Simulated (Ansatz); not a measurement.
Reaction: GeSiH6 (SMILES [GeH3][SiH3]) → GeSiH5 (SMILES [GeH3][SiH2], doublet) + H (doublet) (the H-Si bond breaks)
Each species at its own B3LYP-D3(BJ)/def2-TZVP minimum (Ansatz, a quantum-chemistry and plane-wave program).

Total energies in hartree (Ansatz). Radicals and triplets start from unrestricted determinants; spin-orbit coupling is neglected. Correlated methods leave the cores frozen (noble-gas shells, and filled d and f shells in the p block). No relativity. For partners of very few electrons the exact lower level stands in for a higher one.

```csv
species,HF/def2-TZVPP,CCSD(T)/def2-TZVPP,HF/def2-QZVPP,CCSD(T)/def2-QZVPP,CCSD(T)/def2-SVP,CCSDT(Q)/def2-SVP
1: GeSiH6 (SMILES [SiH3][GeH3]),-2367.79236,-2368.11020,-2367.84383,-2368.17624,-2367.68873,-2367.69005
"2: GeSiH5 (SMILES [SiH2][GeH3], doublet)",-2367.17514,-2367.46280,-2367.22631,-2367.52739,-2367.04684,-2367.04821
3: H (doublet),-0.49981,-0.49981,-0.49998,-0.49998,-0.49928,-0.49928
```

### Question
Work out the bond dissociation energy (electronic) in kcal/mol: take Hartree-Fock from def2-QZVPP, extrapolate the CCSD(T) correlation energy as X^-3 (X = 3, 4), and add CCSDT(Q) - CCSD(T) in def2-SVP. 1 hartree = 627.51 kcal/mol.

### Answer

Species 1: correlation (64·(-0.33241) - 27·(-0.31784))/37 = -0.34304; step -0.00132; E1 = -2367.84383 + (-0.34304) + (-0.00132) = -2368.18819
Species 2: correlation (64·(-0.30108) - 27·(-0.28766))/37 = -0.31087; step -0.00137; E2 = -2367.22631 + (-0.31087) + (-0.00137) = -2367.53855
Species 3: correlation (64·(0.00000) - 27·(0.00000))/37 = 0.00000; step +0.00000; E3 = -0.49998 + (0.00000) + (+0.00000) = -0.49998
-1·E1 +1·E2 +1·E3 = 0.14966 hartree = 93.9 kcal/mol.
